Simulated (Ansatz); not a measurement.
Isomers of CH4BInO, relaxed with PBE0-D4/def2-TZVP in Ansatz; electronic energies, one conformer each and not always the lowest. Functionals use def2-TZVPP; CBS adds triple-zeta CCSD(T) − MP2 to the MP2 limit of def2-TZVPP and def2-QZVPP.

Elements past krypton have def2 core potentials. Outer-core shells of In are correlated without core-valence functions. Spin–orbit coupling is left out.

Q: Order them by energy at frozen-core CCSD(T)/CBS, lowest first. (Best estimate.)
A. `[InH2][CH]1BO1`
B. `[InH2][B]1CO1`
C. `B1[CH2][InH][O]1`

A: C (0.0 kJ/mol), B (212.3 kJ/mol), A (235.4 kJ/mol).

Q: How do PBE0-D4, B3LYP-D4, ωB97M-V, B3LYP place them (kJ/mol, against `B1[CH2][InH][O]1`)? (Estimate.)

A: The calculation gave: 
| isomer | PBE0-D4 | B3LYP-D4 | ωB97M-V | B3LYP |
| --- | --- | --- | --- | --- |
| `[InH2][CH]1BO1` | 222.2 | 221.5 | 217.9 | 220.0 |
| `[InH2][B]1CO1` | 192.5 | 197.9 | 192.6 | 194.7 |

B3LYP here is the variant with VWN-RPA as its local correlation; programs differ in this.
